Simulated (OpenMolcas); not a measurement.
## What dynamic correlation does to the levels of Ar4+

```
Program             : OpenMolcas 26.06
Basis               : ANO-RCC-VTZP [5s4p2d1f]
Scalar Hamiltonian  : DKH2, point nucleus
Active space        : 4 electrons in 9 orbitals (RAS2 3s 3p; RAS3 3d, at most 2 electrons)
State averaging     : 2S+1 = 3 even, 6 roots; 2S+1 = 1 even, 12 roots; 2S+1 = 5 odd, 1 root; 2S+1 = 3 odd, 9 roots; 2S+1 = 1 odd, 8 roots
Spin-orbit coupling : state interaction with AMFI integrals over the reference wave functions, term energies averaged over their components
```

Methods on the same reference wave functions:
A. RASSCF
B. SS-RASPT2, IPEA 0.25 Eh, imaginary shift 0.1 Eh (closed shells correlated: 2s 2p)
C. MS-RASPT2, IPEA 0.25 Eh, imaginary shift 0.1 Eh (closed shells correlated: 2s 2p)
D. XMS-RASPT2, IPEA 0.25 Eh, imaginary shift 0.1 Eh (closed shells correlated: 2s 2p)

Energies in cm-1 above 3s2 3p2 3P0, the measured ground level; measured values from Saloman, J. Phys. Chem. Ref. Data 39, 033101 (2010).

```
       Level       A       B       C       D  Measured
 3s2 3p2 3P0     0.0     0.0     0.0     0.0       0.0
 3s2 3p2 3P1     676     681     683     682       763
 3s2 3p2 3P2    1842    1841    1845    1844      2029
 3s2 3p2 1D2   18651   16720   16720   16660     16299
 3s2 3p2 1S0   41291   38770   38720   38950     37912
3s 3p3 5S* 2   81150   83780   83800   84010          
3s 3p3 3D* 1  122642  122560  122570  122780    121629
3s 3p3 3D* 2  122665  122580  122590  122800    121675
3s 3p3 3D* 3  122759  122680  122690  122900    121803
3s 3p3 3P* 2  143994  143190  143200  143420    141763
3s 3p3 3P* 1  144010  143200  143220  143440    141770
3s 3p3 3P* 0  144011  143200  143220  143440    141893
3s 3p3 1D* 2  162565  160680  160690  160890    154211
```

Deviations, from unrounded energies. A percentage is the sum of absolute deviations over the sum of measured energies, with the sign that they share, or ± where signs differ.

```csv
Against measurement,Levels,A,B,C,D
mean absolute deviation (cm-1),11,2200,1400,1400,1500
fine structure of the ground term (%),2,-9.8,-9.7,-9.5,-9.5
other terms of the ground configuration (%),2,+10.6,+2.4,+2.3,+2.6
other configurations (%),7,+1.9,+1.4,+1.4,+1.6
```

B, C lie about equally close to measurement and A furthest from it. The largest miss of B in the table is 3s 3p3 1D* 2, by +6500 cm-1. The ranking rests on the paired levels alone, and a cruder setting can come out closer through cancelling errors.

Among B to D the level of the table that moves most is 3s2 3p2 1S0, by 230 cm-1 (lowest in C, highest in D). Moves below CASPT2's spread within the term are not significant.

The two smallest mean deviations differ by little beside CASPT2's spread within terms, so their order carries little weight.

From A to B the spin-free energies of the other terms of 3s2 3p2 shown, above 3P, scale by factors of 0.89 to 0.94.

The lowest spin-free term lies below A's lowest term by 0.048 hartree in B, 0.048 hartree in C, 0.049 hartree in D.

Term energies are means over components that CASPT2 splits; among the terms shown or strongly mixed into the levels shown the widest spread is 27 cm-1 (3s 3p3 1D*, D). Configurations are named by rounded mean occupations; where the s occupation lies near a half they are strongly mixed, a name can repeat and a true partner stay unpaired. Some terms take much of their weight from 3d, a shell meant for correlation, so their names are nominal. Some terms mix strongly with configurations of 3d, whose occupation reaches 0.44 (3s 3p3 1D*). Measured partners are found by configuration, term and J. A level has none where our copy of the source lacks it or the pairing is in doubt (some pairs that miss far off the trend of their configuration count as doubtful), and it then counts in no deviation. Only configurations of the active space appear. The table leaves out levels that lie high or whose names do not pair safely across all columns.

* marks odd parity.
